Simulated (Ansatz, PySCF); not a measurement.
AlCl₃, SMILES [Cl][Al+]([Cl])[Cl] (connectivity only; charge and spin as stated), charge +1, multiplicity 2. Atoms are numbered in the order given.

```xyz
4

Al    -0.1494     0.2630     0.0000
Cl     1.8672    -0.4477     0.0003
Cl    -1.1471     2.0180    -0.0004
Cl    -0.5708    -1.8333     0.0001
```
Charge +1, spin multiplicity 2.

The structure is a stationary point at PBE0-D3(BJ)/def2-SVP.

Two levels are set side by side: PBE-D3(BJ)/def2-SVP (Ansatz, a quantum-chemistry and plane-wave program) and PBE0-D3(BJ)/def2-SVP (Ansatz). Each level has its own optimised geometry; the coordinates shown are those of the second. Frequencies come from the Hessian of PySCF at each geometry. Differences are taken from unrounded values.

```tsv
quantity	PBE0-D3(BJ)
mean bond length (Å)	2.098
bond Al1–Cl2 (Å)	2.138
bond Al1–Cl3 (Å)	2.019
bond Al1–Cl4 (Å)	2.138
highest harmonic wavenumber (cm⁻¹)	733
mean harmonic wavenumber (cm⁻¹)	323
zero-point energy (kcal/mol)	2.77
```

Q: What does PBE-D3(BJ) give, and how far is it from PBE0-D3(BJ)? (Estimate from the structure and the level; the computed values follow.)

A: 
```
quantity                            PBE-D3(BJ)  PBE-D3(BJ) minus PBE0-D3(BJ)
----------------------------------  ----------  ----------------------------
mean bond length (Å)                     2.104                         0.005
bond Al1–Cl2 (Å)                         2.104                        -0.034
bond Al1–Cl3 (Å)                         2.104                         0.085
bond Al1–Cl4 (Å)                         2.104                        -0.034
highest harmonic wavenumber (cm⁻¹)         529                          -204
mean harmonic wavenumber (cm⁻¹)            280                           -43
zero-point energy (kcal/mol)              2.40                         -0.37
```
